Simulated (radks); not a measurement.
Pr II, 58 electrons, occupied as [Kr] 4d10 4f3 5s1 5p6 6s1 5d1 (not the ground configuration).

Method: Dirac Kohn-Sham, PBE, spin-unpolarised, spherical densities, finite nucleus; open shells fill j = l - 1/2 first; Fermi nuclear charge, rms radius 4.8919 fm; computed with a radial shooting solver on a logarithmic mesh with Libxc functionals.

Energy parts (hartree):
total: -9240.5553
kinetic: 9937.9553
electron-nucleus: -22528.7383
Hartree: 3566.5878
exchange-correlation: -216.3602

Orbitals (lengths in bohr, moments of r in powers of bohr; <r^-3> diverges for s and p1/2; r(max) is where P^2 peaks):
| orbital | occ. | eigenvalue (hartree) | r(max) | <r^4> | <r^-3> |
|---|---|---|---|---|---|
| 1s1/2 | 2 | -1535.542 | 0.01541 | 1.646e-06 | - |
| 2s1/2 | 2 | -247.2124 | 0.08740 | 0.0002690 | - |
| 2p1/2 | 2 | -233.6713 | 0.06651 | 0.0001688 | - |
| 2p3/2 | 4 | -215.9488 | 0.07186 | 0.0002121 | 7510 |
| 3s1/2 | 2 | -53.59226 | 0.2493 | 0.01086 | - |
| 3p1/2 | 2 | -47.83092 | 0.2361 | 0.01007 | - |
| 3p3/2 | 4 | -44.31946 | 0.2476 | 0.01197 | 1530 |
| 3d3/2 | 4 | -34.26448 | 0.1986 | 0.009066 | 252.0 |
| 3d5/2 | 6 | -33.50760 | 0.2019 | 0.009567 | 228.3 |
| 4s1/2 | 2 | -10.92171 | 0.5795 | 0.2788 | - |
| 4p1/2 | 2 | -8.76571 | 0.5879 | 0.3262 | - |
| 4p3/2 | 4 | -8.01081 | 0.6126 | 0.3863 | 329.8 |
| 4d3/2 | 4 | -4.47027 | 0.6314 | 0.5960 | 45.08 |
| 4d5/2 | 6 | -4.33779 | 0.6396 | 0.6297 | 40.42 |
| 4f5/2 | 3 | -0.37465 | 0.6879 | 7.996 | 4.553 |
| 4f7/2 | 0 | -0.36142 | 0.6930 | 8.570 | 4.411 |
| 5s1/2 | 1 | -1.74117 | 1.348 | 9.267 | - |
| 5p1/2 | 2 | -1.15903 | 1.475 | 15.54 | - |
| 5p3/2 | 4 | -1.05210 | 1.544 | 18.93 | 46.29 |
| 5d3/2 | 1 | -0.31929 | 2.090 | 128.1 | 3.039 |
| 5d5/2 | 0 | -0.31056 | 2.127 | 138.1 | 2.685 |
| 6s1/2 | 1 | -0.31660 | 3.490 | 445.2 | - |

The highest occupied level is 6s1/2 at -8.615 eV. The configuration is held as typed, so some empty levels lie below it. Summed over all electrons, <r^2> = 65.03 bohr^2, which gives a Langevin (diamagnetic) susceptibility term of -51.5 x 10^-6 cm^3/mol.
